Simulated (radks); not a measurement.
Results of a calculation; reference values are marked as such.
Task: Radial electron density D(r) = 4 pi r^2 rho(r) of an atom or ion with 31 electrons. Level of theory: scalar-relativistic Kohn-Sham, B86b exchange with PBE correlation, spin-polarised, spherical densities, finite nucleus; Fermi nuclear charge, rms radius of each element as measured or else 0.836 A^(1/3) + 0.57 fm (a radial shooting solver on a logarithmic mesh with Libxc functionals).

r (bohr),D(r) (e/bohr),spin D(r)
0.003771,3.272,-0.0000499
0.004355,4.178,-0.0000632
0.00503,5.304,-0.0000794
0.005762,6.606,-0.0000976
0.006655,8.274,-0.000120
0.007686,10.28,-0.000145
0.008805,12.50,-0.000170
0.01017,15.20,-0.000196
0.01174,18.26,-0.000217
0.01346,21.42,-0.000226
0.01554,24.94,-0.000213
0.01795,28.49,-0.000161
0.02073,31.84,-0.0000458
0.02374,34.57,0.000152
0.02742,36.73,0.000498
0.03167,37.87,0.00104
0.03628,37.88,0.00178
0.0419,36.79,0.00288
0.04839,34.87,0.00434
0.05544,32.78,0.00606
0.06403,31.02,0.00818
0.07395,30.49,0.0104
0.0854,31.71,0.0124
0.09784,34.48,0.0136
0.113,38.43,0.0136
0.1305,42.11,0.0118
0.1495,43.89,0.00807
0.1727,42.84,0.00247
0.1994,38.58,-0.00362
0.2285,32.63,-0.00803
0.2638,26.28,-0.00926
0.3047,22.05,-0.00569
0.3519,21.08,0.00199
0.4032,22.72,0.0103
0.4656,25.34,0.0159
0.5377,26.70,0.0145
0.6161,25.62,0.00645
0.7115,22.05,-0.00498
0.8217,17.07,-0.0115
0.9414,12.32,-0.00504
1.087,8.183,0.0209
1.256,5.316,0.0678
1.45,3.570,0.131
1.661,2.620,0.199
1.919,2.015,0.265
2.216,1.589,0.314
2.539,1.242,0.331
2.932,0.9064,0.315
3.386,0.6142,0.269
3.879,0.3944,0.210
4.48,0.2276,0.146
5.174,0.1213,0.0906
5.975,0.05967,0.0502
6.846,0.02808,0.0255
7.906,0.01129,0.0108
9.13,0.003909,0.00384
10.46,0.001212,0.00120
12.08,0.0002837,0.000283

What is the nuclear charge?

Result: Z = 31. The innermost maximum, from 1s, lies near gamma/Z bohr with gamma = sqrt(1 - (Z/c)^2) = 0.974, here 0.0314 bohr (found: 0.0340), and its height grows with Z. The density is that of neutral gallium in [Ar] 3d10 4s2 4p1; the configuration itself is not fixed sharply by these data, and Z only to about a unit. D(r) has 3 maxima, at r = 0.0340, 0.153, 0.542 bohr, and minima at 0.0722, 0.341 bohr, inside which lie 2.09, 10.91 electrons.
